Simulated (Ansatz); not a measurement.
## Energy profile

The step: BCl₃ ([Cl][B]([Cl])[Cl]) + H₂ → BHCl₂ ([Cl][BH][Cl]) + HCl; bonds formed: B1–H6, Cl2–H5; bonds broken: B1–Cl2, H5–H6 (atoms numbered as in the saddle structure below).

| atom | x (Å) | y (Å) | z (Å) |
| --- | --- | --- | --- |
| B1 | -0.2627 | 0.2361 | -0.0952 |
| Cl2 | 1.7467 | -0.3705 | -0.1976 |
| Cl3 | -1.0199 | 0.0348 | -1.6699 |
| Cl4 | -0.3776 | 1.7452 | 0.8010 |
| H5 | 0.4804 | -0.8890 | 0.4905 |
| H6 | -0.5669 | -0.7567 | 0.6712 |

Electronic energies by CCSD(T) at an estimated basis limit (MP2 extrapolated from triple and quadruple zeta, plus CCSD(T) − MP2 in triple zeta), on PBE0-D4/def2-TZVP structures; BH2Cl3, closed shell; no counterpoise correction. Ansatz 0.2.0; basis: def2-TZVPP and def2-QZVPP; cores frozen in the correlated methods. Extrapolation: Hartree–Fock as exp(−7.88 √X), correlation as X^−2.97.

(1) Give the profile in kJ/mol, counted from the separated reactants. (To be estimated.)

The T1 diagnostic stays at or below 0.012. The start structure is not quite a true minimum (one mode of 42i cm⁻¹). The end structure is not quite a true minimum (one mode of 60i cm⁻¹).

Answers

(1) By the calculation:
```tsv
point	kJ/mol
separated: BCl3 (linked as [Cl][B]([Cl])[Cl]; B1, Cl2, Cl3, Cl4; singlet) + H2 (H5, H6; singlet)	0.0
start structure	-2.9
saddle	160.6
end structure	46.1
separated: BHCl2 (linked as [Cl][BH][Cl]; B1, Cl3, Cl4, H6; singlet) + HCl (Cl2, H5; singlet)	52.0
```

For scale, one of the runs: CCSD(T)/def2-TZVPP, 185 basis functions, launched by `ansatz run in.yaml --threads 2 --pin off --events-out ev --progress --plain --max-ram 4352MiB`. The run took 84 s on 2 CPU threads of an Arm Neoverse N1 (shared host), with 1.7 GiB of host memory at its peak.
